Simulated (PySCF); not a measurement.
Positional isomers: propene methyl+boryl. Gas-phase values, no solvent. One relaxed conformer stands for each flexible species; it need not be the lowest. Strings in code marks are SMILES. Quantity: electronic energy of isomers of C4H9B relative to `BC=C(C)C` (H–B–C–C torsion 0°). Level 1: PBE-D3(BJ)/def2-TZVP // M06-2X/def2-TZVP (PySCF). Level 2: B3LYP-D3(BJ)/def2-TZVP // M06-2X/def2-TZVP (PySCF). B3LYP has the VWN-RPA correlation part, as in Gaussian.

```csv
case,level 1 (kcal/mol),level 2 (kcal/mol)
`B/C(C)=C/C` (H–B–C–C torsion 180°),3.0,3.0
"`B/C=C/CC` (H–B–C–C torsion 0°, C–C–C–C torsion 121°)",3.8,3.2
"`B/C=C\CC` (H–B–C–C torsion -180°, C–C–C–C torsion -118°)",5.8,withheld
"`BC(=C)CC` (H–B–C–C torsion 3°, C–C–C–C torsion -112°)",7.1,6.3
"`BCC(=C)C` (H–B–C–C torsion 15°, B–C–C–C torsion 110°)",8.3,8.1
"`BC/C=C\C` (H–B–C–C torsion 141°, B–C–C–C torsion -37°)",10.2,10.6
```

Task: Fit level 2 = a + b·x to the 5 complete rows by least squares, with x = level 1 in kcal/mol. Give a, b and the rms residual, and predict the withheld value.

Result: Means of the 5 rows: x̄ = 6.48, ȳ = 6.24 kcal/mol. Σ(x − x̄)² = 36.828 and Σ(x − x̄)(y − ȳ) = 39.064, so b = 1.061 and a = ȳ − b·x̄ = -0.64 kcal/mol. The rms residual is 0.39 kcal/mol. At x = 5.8 the line gives 5.5 kcal/mol. The run for `B/C=C\CC` (H–B–C–C torsion -180°, C–C–C–C torsion -118°) gave 5.2 kcal/mol, so the line is off by 0.3 kcal/mol, within twice the rms residual.

Codes: PySCF.
